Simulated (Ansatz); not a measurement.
Consider the formal hydrolysis of a Ge–Cl bond: `C#[C][GeH2][Cl]` + H₂O → `C#[C][GeH2][OH]` + HCl.

Program: Ansatz. Geometries: PBE0-D4/def2-TZVP. ΔE: electronic, gas phase. CCSD(T)/CBS adds triple-zeta CCSD(T) − MP2 to the extrapolated MP2 energy (def2 sets, frozen cores). This one scheme is used for every species. Functionals use def2-TZVPP. HSE06 is defined as in plane-wave codes. For Ge outer-core shells are correlated without core-valence functions, which leaves a few kJ/mol of doubt a bond. Scalar relativity is left out up to krypton. One conformer a species, not always the lowest.

`C#[C][GeH2][Cl]`:

Cartesian coordinates in Å:
```
C -0.178 0.775 -1.876
C -0.103 0.356 -0.749
Ge -0.001 -0.283 1.027
Cl 1.222 -2.052 1.024
H -0.241 1.142 -2.875
H 0.688 0.748 1.923
H -1.389 -0.687 1.526
```

H₂O:

```xyz
3

O    -0.090   -0.076   -0.371
H    -0.671    0.265    0.313
H     0.761   -0.189    0.058
```

`C#[C][GeH2][OH]`:

```xyz
8

C    -0.377   -2.298   -0.179
C    -0.274   -1.109   -0.017
Ge   -0.163    0.757    0.274
O     1.245    1.282   -0.676
H    -0.458   -3.350   -0.330
H     0.063    1.044    1.768
H    -1.440    1.446   -0.236
H     1.405    2.226   -0.604
```

HCl:

```xyz
2

Cl    0.009   -0.061    0.636
H    -0.009    0.061   -0.636
```

CCSD(T)/CBS gives +50.2 kJ/mol.

Q: Another level gave +45.7 kJ/mol. Which?
A. RPA@PBE/def2-TZVPP
B. r2SCANh/def2-TZVPP
C. HSE06-D4/def2-TZVPP
D. CCSD(T)/def2-TZVPP

A: D. CCSD(T)/def2-TZVPP 45.7, r2SCANh 50.5, RPA@PBE/def2-TZVPP 41.5, HSE06-D4 54.7 kJ/mol.

Largest T1 diagnostic among the species: 0.012.

Leaving LDA and LC-ωPBE aside and taking each functional with its dispersion term where it has one, the values, not all of them listed here, spread over 8.8 kJ/mol, from CAM-B3LYP-D4 to HSE06-D4. At CCSD(T), def2-SVP lies −10.3 kJ/mol from the extrapolated value and def2-TZVPP −4.5 kJ/mol.
